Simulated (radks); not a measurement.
The numbers below are computed, except where a source is named.
Task: The zinc ion Zn+, configuration [Ar] 3d9.5 4s1.5 (fractional occupations, a model configuration). Code: a radial shooting solver on a logarithmic mesh with Libxc functionals. Model: Dirac Kohn-Sham, PBE, spin-unpolarised, spherical densities, finite nucleus; open shells fill j = l - 1/2 first; Fermi nuclear charge, rms radius 3.9283 fm. Some entries of the table are withheld. Estimate them.

| orbital | occ. | eigenvalue (hartree) | r(max) (bohr) |
|---|---|---|---|
| 1s1/2 | 2 | -350.4571 | 0.03291 |
| 2s1/2 | 2 | -43.04996 | 0.1893 |
| 2p1/2 | 2 | -37.96946 | 0.1502 |
| 2p3/2 | 4 | -37.09225 | 0.1530 |
| 3s1/2 | 2 | (1) | 0.5878 |
| 3p1/2 | 2 | -3.62504 | 0.5863 |
| 3p3/2 | 4 | -3.51173 | 0.5944 |
| 3d3/2 | 4 | -0.84980 | 0.5616 |
| 3d5/2 | 5.5 | -0.83610 | 0.5645 |
| 4s1/2 | 1.5 | (2) | 1.946 |

Result: 
(1) 3s1/2 eigenvalue (hartree): -5.23510
(2) 4s1/2 eigenvalue (hartree): -0.54878
